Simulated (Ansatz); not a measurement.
Relaxation of AlMe2(sacsac) (C7H13AlS2) with RKS PBE-D4/def2-SVP.

```sh
$ ansatz run in.yaml --threads 2 --pin off --events-out ev --progress --plain --max-ram 32768MiB --backend cuda --devices 0, --max-vram 18GiB
```

```yaml
crystal:
  periodic: [false, false, false]
  atoms:
    - {symbol: Al, position_ang: [1.795710, -0.005590, 0.253570]}
    - {symbol: C, position_ang: [1.043370, -0.589660, 2.011480]}
    - {symbol: H, position_ang: [-0.049380, -0.621750, 2.102490]}
    - {symbol: H, position_ang: [1.395870, 0.060780, 2.820120]}
    - {symbol: H, position_ang: [1.398240, -1.595560, 2.265460]}
    - {symbol: C, position_ang: [3.622750, 0.280910, -0.461590]}
    - {symbol: H, position_ang: [3.628260, 0.604350, -1.510300]}
    - {symbol: H, position_ang: [4.236080, -0.625100, -0.416510]}
    - {symbol: H, position_ang: [4.171990, 1.045430, 0.097700]}
    - {symbol: S, position_ang: [0.589210, 1.920930, -0.371940]}
    - {symbol: C, position_ang: [-0.997720, 1.342450, -0.175480]}
    - {symbol: C, position_ang: [-1.981700, 2.397980, 0.226510]}
    - {symbol: C, position_ang: [-1.475350, 0.058370, -0.389510]}
    - {symbol: C, position_ang: [-0.897560, -1.090680, -0.920190]}
    - {symbol: C, position_ang: [-1.825130, -2.234320, -1.202300]}
    - {symbol: S, position_ang: [0.716840, -1.354510, -1.361140]}
    - {symbol: H, position_ang: [-3.008750, 2.092820, 0.043330]}
    - {symbol: H, position_ang: [-1.866160, 2.610980, 1.289300]}
    - {symbol: H, position_ang: [-1.772400, 3.320310, -0.310010]}
    - {symbol: H, position_ang: [-2.539880, -0.049080, -0.199750]}
    - {symbol: H, position_ang: [-2.693370, -1.900330, -1.768390]}
    - {symbol: H, position_ang: [-2.181950, -2.658180, -0.263320]}
    - {symbol: H, position_ang: [-1.308970, -3.010560, -1.759550]}
basis:
  gaussian: {orbitals: def2-SVP}
hamiltonian: {xc: pbe, dispersion: d4}
scf: {lower_state_search: "off"}
output: {orbitals: {seedname: orbitals}}
relax: {f_tol: 0.03, max_steps: 70}
```

Hardware: 2 threads of AMD EPYC 7R13 on a shared host and a share (18 GiB) of an NVIDIA H100 80GB HBM3. Wall time 17 s, peak host memory 0.86 GiB.

Positions (Å) and forces (eV/Å) at steps 1, 2, 3, 4, 5, 7 of 7:

```xyz
23
step=1 energy=-35703.8877 eV
Al    1.796   -0.006    0.254   -0.349    0.126   -0.386
C     1.043   -0.590    2.011    0.567    0.132   -0.388
H    -0.049   -0.622    2.102   -0.405    0.083   -0.254
H     1.396    0.061    2.820    0.210    0.350    0.388
H     1.398   -1.596    2.265    0.209   -0.498    0.099
C     3.623    0.281   -0.462   -0.342   -0.146    0.423
H     3.628    0.604   -1.510   -0.234    0.110   -0.387
H     4.236   -0.625   -0.417    0.292   -0.482    0.065
H     4.172    1.045    0.098    0.262    0.383    0.331
S     0.589    1.921   -0.372    0.561    0.091    0.083
C    -0.998    1.342   -0.175    0.041    0.580   -0.019
C    -1.982    2.398    0.227    0.147   -0.343   -0.265
C    -1.475    0.058   -0.390   -0.151   -0.132    0.357
C    -0.898   -1.091   -0.920    0.067   -0.448   -0.291
C    -1.825   -2.234   -1.202    0.272    0.313   -0.219
S     0.717   -1.355   -1.361    0.549   -0.092    0.065
H    -3.009    2.093    0.043   -0.678   -0.170   -0.098
H    -1.866    2.611    1.289    0.073    0.170    0.666
H    -1.772    3.320   -0.310    0.103    0.654   -0.285
H    -2.540   -0.049   -0.200   -0.600   -0.042    0.142
H    -2.693   -1.900   -1.768   -0.618    0.172   -0.312
H    -2.182   -2.658   -0.263   -0.219   -0.271    0.596
H    -1.309   -3.011   -1.760    0.243   -0.539   -0.310
23
step=2 energy=-35704.0931 eV
Al    1.814    0.007    0.221   -0.066   -0.054    0.170
C     1.225   -0.584    2.027    0.161    0.080   -0.214
H     0.121   -0.611    2.088   -0.141   -0.012    0.026
H     1.581    0.091    2.831    0.043    0.088    0.047
H     1.593   -1.599    2.278    0.045   -0.098   -0.011
C     3.680    0.260   -0.384   -0.244    0.003   -0.046
H     3.660    0.581   -1.444    0.092    0.045   -0.134
H     4.290   -0.662   -0.332    0.007   -0.120    0.031
H     4.224    1.038    0.185    0.001    0.084    0.091
S     0.554    1.919   -0.330    0.218    0.094   -0.019
C    -1.056    1.356   -0.190    0.031   -0.006    0.121
C    -2.053    2.420    0.189    0.077   -0.098   -0.114
C    -1.536    0.052   -0.384   -0.100   -0.023    0.053
C    -0.958   -1.103   -0.941    0.055   -0.080    0.083
C    -1.898   -2.239   -1.258    0.119    0.140   -0.119
S     0.681   -1.388   -1.314    0.184   -0.067   -0.030
H    -3.092    2.112   -0.006   -0.170   -0.045   -0.046
H    -1.950    2.641    1.267    0.007    0.059    0.185
H    -1.835    3.359   -0.346    0.021    0.184   -0.080
H    -2.614   -0.051   -0.197   -0.176    0.004    0.009
H    -2.783   -1.888   -1.817   -0.161    0.051   -0.076
H    -2.261   -2.680   -0.312   -0.062   -0.092    0.168
H    -1.390   -3.030   -1.830    0.061   -0.139   -0.094
23
step=3 energy=-35704.1166 eV
Al    1.801    0.003    0.229    0.061   -0.030    0.109
C     1.285   -0.583    2.050    0.011    0.025   -0.068
H     0.178   -0.633    2.142    0.051   -0.017    0.058
H     1.655    0.114    2.834   -0.020   -0.025   -0.042
H     1.687   -1.592    2.292   -0.019    0.046   -0.019
C     3.657    0.259   -0.389   -0.063    0.019   -0.099
H     3.672    0.578   -1.455    0.063   -0.015    0.061
H     4.256   -0.675   -0.312   -0.018    0.024    0.005
H     4.190    1.036    0.200   -0.016   -0.021   -0.007
S     0.554    1.922   -0.302    0.026   -0.086    0.069
C    -1.054    1.344   -0.138   -0.085    0.048   -0.218
C    -2.067    2.425    0.162    0.026   -0.032    0.104
C    -1.538    0.035   -0.331   -0.073   -0.032    0.067
C    -0.959   -1.125   -0.897   -0.051    0.050   -0.172
C    -1.916   -2.229   -1.293    0.005    0.011    0.073
S     0.680   -1.417   -1.285   -0.007    0.028    0.100
H    -3.106    2.107   -0.061    0.043    0.008    0.007
H    -2.005    2.689    1.241   -0.030    0.006   -0.068
H    -1.833    3.353   -0.400    0.003   -0.053    0.017
H    -2.629   -0.056   -0.178    0.053    0.001    0.020
H    -2.800   -1.833   -1.838    0.055   -0.015    0.043
H    -2.293   -2.719   -0.367    0.001    0.002   -0.066
H    -1.417   -3.004   -1.906   -0.015    0.058    0.026
23
step=4 energy=-35704.1256 eV
Al    1.805   -0.004    0.249   -0.013   -0.007    0.023
C     1.321   -0.585    2.075   -0.008    0.004   -0.018
H     0.217   -0.650    2.200    0.076   -0.002    0.019
H     1.703    0.121    2.846   -0.018   -0.030   -0.024
H     1.742   -1.588    2.311   -0.017    0.041   -0.001
C     3.650    0.257   -0.394   -0.012    0.012   -0.063
H     3.678    0.576   -1.459    0.012   -0.021    0.072
H     4.247   -0.678   -0.310   -0.004    0.028    0.005
H     4.181    1.033    0.199   -0.001   -0.024   -0.010
S     0.550    1.909   -0.276   -0.069   -0.017   -0.013
C    -1.070    1.348   -0.163    0.003   -0.015    0.059
C    -2.078    2.430    0.152    0.023    0.002    0.020
C    -1.558    0.040   -0.353   -0.049    0.012   -0.037
C    -0.975   -1.119   -0.915    0.005   -0.011    0.011
C    -1.926   -2.228   -1.308    0.001    0.013    0.021
S     0.675   -1.424   -1.254   -0.075    0.008    0.017
H    -3.118    2.121   -0.078    0.053    0.014    0.004
H    -2.019    2.683    1.236   -0.009   -0.017   -0.084
H    -1.837    3.363   -0.398   -0.009   -0.051    0.023
H    -2.650   -0.049   -0.203    0.054    0.009   -0.018
H    -2.811   -1.836   -1.855    0.053   -0.021    0.037
H    -2.305   -2.720   -0.382    0.024    0.021   -0.070
H    -1.422   -3.001   -1.919   -0.020    0.053    0.025
23
step=5 energy=-35704.1290 eV
Al    1.802   -0.006    0.256   -0.011    0.003   -0.003
C     1.348   -0.584    2.089   -0.026   -0.005   -0.005
H     0.249   -0.659    2.239    0.047    0.002    0.002
H     1.737    0.127    2.850   -0.002   -0.008   -0.005
H     1.782   -1.581    2.322   -0.001    0.013    0.002
C     3.645    0.253   -0.393   -0.004    0.005   -0.029
H     3.680    0.570   -1.457   -0.003   -0.008    0.027
H     4.241   -0.681   -0.306    0.003    0.006    0.005
H     4.176    1.027    0.201    0.005   -0.007    0.002
S     0.542    1.902   -0.268   -0.053   -0.004    0.005
C    -1.080    1.344   -0.158    0.023    0.005    0.013
C    -2.085    2.430    0.145    0.014   -0.002    0.011
C    -1.571    0.040   -0.355   -0.017    0.005   -0.018
C    -0.985   -1.117   -0.915    0.024   -0.014    0.027
C    -1.933   -2.223   -1.318    0.005    0.010    0.003
S     0.666   -1.425   -1.242   -0.055   -0.005    0.009
H    -3.122    2.124   -0.095    0.019    0.006    0.001
H    -2.037    2.687    1.226   -0.004   -0.005   -0.033
H    -1.835    3.359   -0.407   -0.003   -0.018    0.008
H    -2.663   -0.046   -0.215    0.020    0.004   -0.010
H    -2.816   -1.827   -1.862    0.013   -0.007    0.013
H    -2.312   -2.727   -0.401    0.015    0.006   -0.030
H    -1.426   -2.987   -1.937   -0.008    0.018    0.004
23
step=7 energy=-35704.1312 eV
Al    1.798   -0.013    0.274    0.002    0.003    0.000
C     1.398   -0.581    2.120   -0.011   -0.011    0.015
H     0.307   -0.676    2.310    0.007    0.004   -0.007
H     1.799    0.143    2.862    0.000    0.002   -0.001
H     1.859   -1.567    2.350    0.001    0.001   -0.001
C     3.634    0.246   -0.395    0.013   -0.004    0.016
H     3.668    0.560   -1.459   -0.007    0.003   -0.013
H     4.230   -0.688   -0.304   -0.001   -0.001   -0.003
H     4.170    1.020    0.196   -0.002    0.001   -0.002
S     0.529    1.892   -0.235   -0.012   -0.003    0.006
C    -1.094    1.339   -0.148    0.018    0.009   -0.024
C    -2.098    2.432    0.129   -0.010    0.003    0.006
C    -1.591    0.039   -0.358    0.008    0.000   -0.015
C    -1.001   -1.119   -0.910    0.011   -0.007    0.029
C    -1.947   -2.215   -1.342   -0.007   -0.002   -0.008
S     0.651   -1.442   -1.204   -0.008   -0.001   -0.003
H    -3.131    2.131   -0.132   -0.003   -0.001    0.000
H    -2.073    2.696    1.208    0.000    0.003    0.009
H    -1.831    3.355   -0.423    0.001    0.003   -0.001
H    -2.686   -0.038   -0.243   -0.002    0.000   -0.001
H    -2.832   -1.807   -1.869   -0.008    0.000    0.001
H    -2.320   -2.751   -0.442    0.009   -0.003    0.001
H    -1.439   -2.956   -1.986   -0.001    0.001   -0.004
```
